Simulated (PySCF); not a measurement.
# Ionisation energy of Gd⁺ by level of theory

Gd⁺ [Xe] 4f7 5d1 6s1 [4f5/2^6 4f7/2^1 5d3/2^1 6s1/2^1, M_J = 5/2] → Gd²⁺ [Xe] 4f7 5d1 [4f5/2^6 4f7/2^1 5d3/2^1, M_J = 2], as a difference of total energies. Calculation: PySCF 2.14, in x2c-TZVPall-2c; the two-component X2C-1e Hamiltonian. Correlated levels: [Ar] 3d10 frozen; the 18 highest virtual spinors dropped. "Screened" scales the spin-orbit matrix elements by Boettger's factors to mimic the two-electron term; Breit and QED terms are absent.

```
                    method  ionisation energy (eV)
           GHF (spin-free)                  11.374
          GMP2 (spin-free)                  12.154
 GHF (screened spin-orbit)                  11.352
GMP2 (screened spin-orbit)                  12.133
```

Problem. How much does correlation contribute at GMP2 (screened spin-orbit)?

Solution. 12.133 − (11.352) = 0.781 eV, measured against GHF (screened spin-orbit).

The spin-free rows relax to the high-spin LS determinant and lack the spin-orbit shift.

The labels give the starting determinants; with spin-orbit coupling the two ends relaxed to ⟨J²⟩ = 12.48, ⟨L²⟩ = 6.05, ⟨S²⟩ = 24.59 and ⟨J²⟩ = 9.63, ⟨L²⟩ = 6.03, ⟨S²⟩ = 19.83.

The determinant of Gd⁺ and of Gd²⁺ mixes levels of different J (the jj label is only the starting occupation), so the difference between spin-free and spin-orbit rows is not the physical spin-orbit shift.

For comparison: 12.076 ± 0.02 eV (semi-empirical (NIST evaluation); NIST Atomic Spectra Database, ionization energies).
